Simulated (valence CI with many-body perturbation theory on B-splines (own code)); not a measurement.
**E1 transitions of Br4+**

Method: relativistic CI+MBPT: three valence electrons over a frozen Dirac-Fock core [Ar] 3d10, radial functions for each j: 11 s, 11 p, 10 d, 8 f, 5 g, 2 h, with the one-electron correlation potential Σ1, the two-electron term Σ2, the three-electron term Σ3, Breit, model QED; selected CI, second order for the rest, scaled by the run's own slope (own B-spline code, finite nucleus).

Set against measurement, 8 paired levels are off by 76 cm⁻¹ on average, the worst by 221. These come from a selection out of Moore, Atomic Energy Levels, vol. II, NSRDS-NBS 35 (1971 reprint of NBS Circular 467, 1952), an old analysis. Levels without a partner in it may be off by more.

Lines 351 to 400 of 589 in falling wavelength, among levels below 425400 cm⁻¹, chosen from the strongest by gf and those to the six lowest levels. Wavelengths and rates use the calculated energies, so an error of 80 cm⁻¹ moves a line at 736.1 Å by 0.059 % and its rate by three times that or more. Electric multipoles are in the length gauge, E1 and E2 with the static RPA response of the core. Weak lines are less certain than strong ones. Lines between different terms over intervals too small for the method are left out, as are lines whose strength nearly cancels. Where a level lies close to another of its J and parity, the split of strength between their lines is uncertain. The highest levels of a list are the least certain.

Names give the largest LS component (configuration and term), which can be under half, so a name can repeat, a term be missing and a line seem to break the LS rules; names also repeat where a configuration has a term twice. Letters in brackets count levels of one name in rising energy.

| λ vac (Å) | Upper | Lower | A (s⁻¹) | log gf | Branch % |
| --- | --- | --- | --- | --- | --- |
| 736.1 | 4s4p4f ⁴D_7/2 | 4s4p4d ⁴F°_5/2 | 3.44e+08 | -0.65 | 10.2 |
| 735.9 | 4s4p4f ⁴D_5/2 | 4s4p4d ⁴F°_5/2 | 4.06e+08 | -0.70 | 12.3 |
| 733.2 | 4s4p4d ²D°_3/2 [a] | 4s4p² ²P_1/2 | 6.67e+08 | -0.67 | 4.5 |
| 732.4 | 4s4p4f ⁴G_5/2 | 4s4p4d ⁴F°_3/2 | 8.05e+09 | 0.59 | 86.7 |
| 731.8 | 4s4p4f ⁴D_3/2 | 4s4p4d ⁴D°_1/2 | 7.75e+08 | -0.60 | 5.9 |
| 731.2 | 4s4p4f ⁴G_9/2 | 4s4p4d ⁴F°_7/2 | 7.44e+09 | 0.78 | 89.6 |
| 730.4 | 4s4p4f ⁴G_7/2 | 4s4p4d ⁴F°_5/2 | 6.87e+09 | 0.64 | 85.6 |
| 729.6 | 4p²4d ⁴D_3/2 | 4s4p4d ⁴F°_3/2 | 5.20e+08 | -0.78 | 13.4 |
| 729.3 | 4p²4d ⁴D_5/2 | 4s4p4d ⁴D°_3/2 | 2.00e+09 | -0.02 | 14.9 |
| 728.9 | 4p²4d ⁴D_1/2 | 4s4p4d ⁴F°_3/2 | 2.31e+09 | -0.44 | 66.2 |
| 728.8 | 4s4p4f ⁴D_3/2 | 4s4p4d ⁴D°_3/2 | 5.35e+08 | -0.77 | 4.1 |
| 725.0 | 4p²4d ⁴D_5/2 | 4s4p4d ⁴P°_5/2 | 6.16e+08 | -0.54 | 4.6 |
| 721.8 | 4p²4d ⁴D_7/2 | 4s4p4d ⁴P°_5/2 | 4.60e+09 | 0.46 | 35.8 |
| 710.5 | 4p³ ²D°_3/2 | 4s4p² ⁴P_5/2 | 2.23e+08 | -1.17 | 15.0 |
| 707.5 | 4s4p4f ²D_5/2 | 4p³ ²P°_3/2 | 4.47e+08 | -0.70 | 5.9 |
| 704.5 | 4p³ ²D°_5/2 | 4s4p² ⁴P_5/2 | 1.89e+07 | -2.07 | 1.6 |
| 702.1 | 4p³ ²P°_1/2 | 4s4p² ²D_3/2 | 4.09e+09 | -0.22 | 79.9 |
| 701.1 | 4p³ ²P°_3/2 | 4s4p² ²D_5/2 | 3.33e+09 | -0.01 | 67.0 |
| 699.6 | 4p²4d ⁴F_7/2 | 4s4p4d ⁴F°_9/2 | 1.54e+09 | -0.04 | 11.8 |
| 697.7 | 4s4p² ²S_1/2 | 4s²4p ²P°_3/2 | 6.27e+08 | -1.04 | 10.8 |
| 697.5 | 4p³ ²P°_3/2 | 4s4p² ²D_3/2 | 3.70e+08 | -0.97 | 7.4 |
| 694.2 | 4p³ ²D°_3/2 | 4s4p² ⁴P_3/2 | 8.08e+07 | -1.63 | 5.4 |
| 693.0 | 4p³ ⁴S°_3/2 | 4s4p² ⁴P_5/2 | 5.34e+09 | 0.19 | 46.9 |
| 692.8 | 4p²4d ⁴F_5/2 | 4s4p4d ⁴F°_7/2 | 1.86e+09 | -0.10 | 14.1 |
| 691.0 | 4s4p4d ⁴F°_3/2 | 4s4p² ²D_3/2 | 8.58e+07 | -1.61 | 47.3 |
| 689.4 | 4p²4d ²F_5/2 | 4p³ ²P°_3/2 | 9.43e+08 | -0.39 | 10.0 |
| 688.3 | 4p²4d ⁴F_9/2 | 4s4p4d ⁴F°_9/2 | 6.49e+09 | 0.66 | 50.1 |
| 686.9 | 4p²4d ⁴F_3/2 | 4s4p4d ⁴F°_5/2 | 1.56e+09 | -0.36 | 12.1 |
| 686.5 | 4p²4d ⁴F_7/2 | 4s4p4d ⁴F°_7/2 | 4.17e+09 | 0.37 | 31.8 |
| 686.2 | 4s4p4f ²D_3/2 | 4p³ ²P°_1/2 | 1.22e+09 | -0.46 | 16.0 |
| 685.2 | 4p²4d ²P_3/2 | 4p³ ²P°_3/2 | 1.22e+09 | -0.46 | 13.5 |
| 683.7 | 4p²4d ⁴F_5/2 | 4s4p4d ⁴F°_5/2 | 3.74e+09 | 0.20 | 28.4 |
| 682.5 | 4p³ ²D°_3/2 | 4s4p² ⁴P_1/2 | 8.49e+07 | -1.62 | 5.7 |
| 682.4 | 4s4p4d ²F°_7/2 [b] | 4s²4d ²D_5/2 | 1.68e+10 | 0.97 | 73.3 |
| 680.9 | 4p²4d ⁴F_3/2 | 4s4p4d ⁴F°_3/2 | 4.37e+09 | 0.08 | 34.0 |
| 679.2 | 4s4p4d ²F°_5/2 [b] | 4s²4d ²D_5/2 | 5.54e+08 | -0.64 | 2.3 |
| 678.4 | 4s4p5p ²D_5/2 [b] | 4s²5p ²P°_3/2 | 4.34e+09 | 0.25 | 72.3 |
| 677.9 | 4p²4d ⁴F_5/2 | 4s4p4d ⁴F°_3/2 | 6.09e+08 | -0.60 | 4.6 |
| 677.6 | 4p²4d ⁴F_7/2 | 4s4p4d ⁴F°_5/2 | 6.78e+08 | -0.43 | 5.2 |
| 677.5 | 4p³ ⁴S°_3/2 | 4s4p² ⁴P_3/2 | 3.93e+09 | 0.03 | 34.5 |
| 676.3 | 4s4p4d ²F°_5/2 [b] | 4s²4d ²D_3/2 | 1.60e+10 | 0.82 | 67.5 |
| 675.6 | 4p²4d ⁴F_9/2 | 4s4p4d ⁴F°_7/2 | 6.35e+08 | -0.36 | 4.9 |
| 674.6 | 4s4p5p ²D_3/2 [b] | 4s²5p ²P°_1/2 | 4.89e+09 | 0.13 | 71.5 |
| 674.0 | 4s4p5p ²P_1/2 [b] | 4s²5p ²P°_3/2 | 1.85e+09 | -0.60 | 17.5 |
| 671.3 | 4s²7g ²G_9/2 | 4s4p4d ⁴F°_9/2 | 2.16e+08 | -0.84 | 10.8 |
| 670.1 | 4p²4d ⁴D_7/2 | 4s4p4d ⁴F°_9/2 | 8.24e+08 | -0.35 | 6.4 |
| 669.3 | 4s4p² ²S_1/2 | 4s²4p ²P°_1/2 | 5.15e+09 | -0.16 | 89.1 |
| 668.6 | 4s4p5p ²P_3/2 [b] | 4s²5p ²P°_3/2 | 6.15e+09 | 0.22 | 62.2 |
| 668.2 | 4s4p4d ²D°_3/2 [b] | 4s²4d ²D_5/2 | 2.86e+09 | -0.12 | 9.5 |
| 666.3 | 4p³ ⁴S°_3/2 | 4s4p² ⁴P_1/2 | 2.05e+09 | -0.26 | 18.1 |

(1) How does gf follow from A for the line at 683.7 Å?

Results:

(1) gf = 1.4992 × (2J+1)_upper × A / σ², with σ = 146254 cm⁻¹ and 2J+1 = 6: gf = 1.57.
